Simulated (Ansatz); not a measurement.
One change: `C[SiH](C)CO` becomes `C[SiH](C)CCl`.

Ansatz, PBE0-D4/def2-TZVP geometries, multiplicity 1. Each molecule was computed in one conformer, which needn't be the lowest.

```csv
property,`C[SiH](C)CO`
size of the dipole moment (PBE/def2-TZVPP) / D,2.00
LUMO energy (PBE0/def2-TZVPP) / eV,0.72
HOMO energy (PBE0/def2-TZVPP) / eV,-7.22
HOMO–LUMO gap (PBE/def2-TZVPP) / eV,5.56
LUMO energy (ωB97M-V/def2-TZVPP) / eV,2.19
HOMO–LUMO gap (PBE0/def2-TZVPP) / eV,7.93
```

Question: What does the change do to each property? (Estimate.)

Answer: Computed: 
```json
{"property": "size of the dipole moment (PBE/def2-TZVPP) / D", "`C[SiH](C)CCl`": "1.27", "shift": "-0.73"}
{"property": "LUMO energy (PBE0/def2-TZVPP) / eV", "`C[SiH](C)CCl`": "0.47", "shift": "-0.25"}
{"property": "HOMO energy (PBE0/def2-TZVPP) / eV", "`C[SiH](C)CCl`": "-7.85", "shift": "-0.63"}
{"property": "HOMO–LUMO gap (PBE/def2-TZVPP) / eV", "`C[SiH](C)CCl`": "5.96", "shift": "0.40"}
{"property": "LUMO energy (ωB97M-V/def2-TZVPP) / eV", "`C[SiH](C)CCl`": "2.29", "shift": "0.10"}
{"property": "HOMO–LUMO gap (PBE0/def2-TZVPP) / eV", "`C[SiH](C)CCl`": "8.32", "shift": "0.39"}
```

With PBE0 the HOMO falls by 0.63 eV and the LUMO falls by 0.25 eV, so the gap widens by about 0.38 eV. PBE moves the HOMO by -0.80 eV and ωB97M-V by -0.54 eV. Dipoles are sizes alone; their direction can turn.
